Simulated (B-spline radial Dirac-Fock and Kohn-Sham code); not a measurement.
## Photoelectron lines of Ru⁷⁺ at 1090 eV

System: Ru⁷⁺ in the configuration 1s2 2s2 2p6 3s2 3p6 3d10 4s2 4p6 4d1.

The computed values come from an atomic code on a B-spline grid: a relativistic central-field model (Hartree-Slater potential of the initial state, Latter tail, multipole expansion of the photon field, Dirac-Fock thresholds). The asymmetry parameter β is from the dipole term alone. Kinetic energies are from the vacuum level. Open shells are spread statistically over j, without multiplet splitting.

```
  subshell  electrons  binding (eV)  kinetic (eV)  σ (kb)     β
   M1 (3s)          2         717.1         372.9    60.3  1.99
M2 (3p1/2)          2         614.9         475.1    82.0  1.54
M3 (3p3/2)          4         592.3         497.7     167  1.55
M4 (3d3/2)          4         412.1         677.9     172  1.22
M5 (3d5/2)          6         407.9         682.1     250  1.21
   N1 (4s)          2         197.8         892.2    13.7  1.99
N2 (4p1/2)          2         162.1         927.9    15.4  1.68
N3 (4p3/2)          4         158.1         931.9    30.9  1.70
N4 (4d3/2)        0.4         110.1         979.9    2.12  1.31
N5 (4d5/2)        0.6         109.6         980.4    3.11  1.30
```

Branching ratios of the spin-orbit partners (statistical value in brackets): 3p 2.04 (2.00), 3d 1.46 (1.50), 4p 2.00 (2.00), 4d 1.46 (1.50).

Run: 3.7 s of CPU time on 1 thread of Neoverse-N1 (shared host), peak memory 0.42 GiB.
